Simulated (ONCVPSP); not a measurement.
## Which change was made? (Au, ONCV)

Au, optimised norm-conserving Vanderbilt (ONCV), made with ONCVPSP 4.0.1 (PBE, scalar-relativistic). Core [Kr] 4d10 4f14 5s2, reference 5p6 5d9 6s2. Waves: 6s: rc 2.35 bohr, ncon 3, nbas 8, qcut 2.8 1/bohr, 2 projectors, debl 3 Ha; 5p: rc 1.40 bohr, ncon 4, nbas 7, qcut 10.9 1/bohr, 3 projectors, debl 1.7 Ha; 5d: rc 1.65 bohr, ncon 3, nbas 7, qcut 10.9 1/bohr, 1 projector. Local part: polynomial inside 1.10 bohr (lpopt 3, dvloc0 4 Ha). Core correction: Teter function, fcfact 3.25, rcfact 1.75.

In the p channel the program set the typed energies aside and used -2.298, 0.250, 1.950 Ha.

Cutoffs, loose and tight: the cutoffs (Ha) at which the residual kinetic energy of the hardest occupied pseudo-wave falls to 1 and 0.1 mHa per electron. They do not see the model core or the augmentation charge, which bear on the density cutoff. Test errors are all-electron minus pseudo excitation energies from the reference, over the configurations 5p6 5d10 6s1; 5p6 5d10 6s0; 5p6 5d9 6s0; 5p6 5d9 6s1 6p1; variants that change the core or the reference have their own tests.

The base gives: outcome: generated, projector energies reset by the program; cutoff, loose: 38 Ha; cutoff, tight: 45 Ha; bound ghosts: s; GHOST(+) flags above zero: s; largest test error (meV): -61.

Problem. After one change the result is: outcome: generated, projector energies reset by the program; cutoff, loose: 50 Ha; cutoff, tight: 59 Ha; bound ghosts: s; GHOST(+) flags above zero: none; largest test error (meV): -82. Which change was it?
A. s: qcut 2.3; p: qcut 8.8; d: qcut 8.8
B. s: qcut 1.8; p: qcut 7; d: qcut 7
C. s: qcut 3.3; p: qcut 12.7; d: qcut 12.7
D. s: qcut 3.9; p: qcut 15.1; d: qcut 15.1

Solution. C. The others give: s: qcut 2.3; p: qcut 8.8; d: qcut 8.8 → outcome: generated, projector energies reset by the program; cutoff, loose: 31 Ha; cutoff, tight: 40 Ha; bound ghosts: s; GHOST(+) flags above zero: none; largest test error (meV): -52 | s: qcut 3.9; p: qcut 15.1; d: qcut 15.1 → outcome: failed: ERROR pspot: first pseudo wave function has node, program will stop | s: qcut 1.8; p: qcut 7; d: qcut 7 → outcome: generated, projector energies reset by the program; cutoff, loose: 30 Ha; cutoff, tight: 71 Ha; bound ghosts: s; GHOST(+) flags above zero: p; largest test error (meV): +43.
